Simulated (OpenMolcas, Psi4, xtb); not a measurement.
A ladder of methods for InHCl (SMILES [Cl][InH])

InHCl: 3 atoms, total charge 0, spin state doublet. As SMILES, `[Cl][InH]`. The shape is that of a PBE0-D4/def2-TZVP optimisation.

```xyz
3

Cl   -1.6498    0.3968   -0.8674
In    0.4095    0.5424    0.2861
H     1.2294   -1.0039    0.5681
```

Each level gives the dipole moment (D). The values are calculated.

| level | kind | program | value (D) |
| --- | --- | --- | --- |
| GFN0-xTB | semi-empirical | xtb | 4.59 |
| UHF/def2-TZVPP (core potential) | Hartree–Fock | OpenMolcas | 3.11 |
| USVWN5/def2-TZVPP (core potential) | LDA | OpenMolcas | 2.61 |
| UBLYP/def2-TZVPP (core potential) | GGA | OpenMolcas | 2.58 |
| U-r2SCAN/def2-TZVPP (core potential) | meta-GGA | OpenMolcas | 2.77 |
| UBHLYP/def2-TZVPP (core potential) | global hybrid | OpenMolcas | 3.00 |
| U-wB97M-V/def2-TZVPP (core potential) | range-separated hybrid | Psi4 | 2.85 |

The values span 2.58 to 4.59 D. Magnitudes only.
